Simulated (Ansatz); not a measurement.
```yaml
crystal:
  periodic: [false, false, false]
  atoms:
    - {symbol: O, position_ang: [-1.598342, -0.072525, -0.491534]}
    - {symbol: Si, position_ang: [-0.203671, 0.570134, 0.093301]}
    - {symbol: Te, position_ang: [1.236499, -1.090078, 1.282244]}
    - {symbol: H, position_ang: [-1.540906, -0.919045, -0.937821]}
    - {symbol: H, position_ang: [0.635298, 1.155771, -0.982327]}
    - {symbol: H, position_ang: [-0.621964, 1.598412, 1.069844]}
    - {symbol: H, position_ang: [2.154484, -1.310669, -0.079406]}
basis:
  gaussian: {orbitals: def2-mTZVPP, point_charges: [{charge: 2.00, position_ang: [5.370, 0.014, -0.343]}]}
magnetization: {spin_polarized: true, initial_magnetization: 1}
hamiltonian: {xc: {name: BLYP}, dispersion: d3bjatm}
```

```sh
$ ansatz run in.yaml --threads 2 --pin off --events-out ev --progress --plain --max-ram 4352MiB
```

(1) How does Ansatz answer? (Best estimate.)

Results:

(1) Computed: The program refused the input.
```
Error: a molecule whose nuclei and cores have a total charge of 50 cannot have a net charge of 0 together with 1 unpaired electrons
```
